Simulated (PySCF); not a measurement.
**Polarisability and C₆ of Cs (caesium, neutral)**

[Xe] 6s1, 2S determinant. Computed with PySCF 2.14 in x2c-TZVPPall with one added diffuse shell each of s, p, d type (12s8p7d2f1g, 94 functions), with the spin-free X2C one-electron Hamiltonian (Gaussian nucleus). Coupled (time-dependent) response in atomic units; α is the mean over directions.

```tsv
method	mean α (bohr³)	C₆ (like pair)	S(−4)
B3LYP	396.4	6765	137100
```

S(−4) is the Cauchy moment in α(ω) = α(0) + S(−4) ω² + …

Reference α: 400.9 ± 0.7 bohr³ (recommended; Schwerdtfeger and Nagle, table of static dipole polarizabilities (2023 update)). Published C₆: 6660 (Gould and Bucko (2016)).

α(iu) at B3LYP:

| u (hartree) | α(iu) (bohr³) |
| --- | --- |
| 0 | 396.4 |
| 0.0500 | 216.4 |
| 0.100 | 98.90 |
| 0.200 | 39.65 |
| 0.300 | 24.79 |
| 0.500 | 14.54 |
| 0.750 | 9.279 |
| 1.00 | 6.490 |
| 1.50 | 3.707 |
| 2.00 | 2.420 |
| 3.00 | 1.292 |
| 5.00 | 0.5596 |

A single London oscillator, α(iu) = α/(1 + u²/ω²), gives C₆ = (3/4) ω α². Matching the computed C₆ needs ω = 4 × 6765 / (3 × 396.4²) = 0.0574 hartree.

Spin-orbit coupling, which splits the p, d and f shells strongly at this Z, is absent.
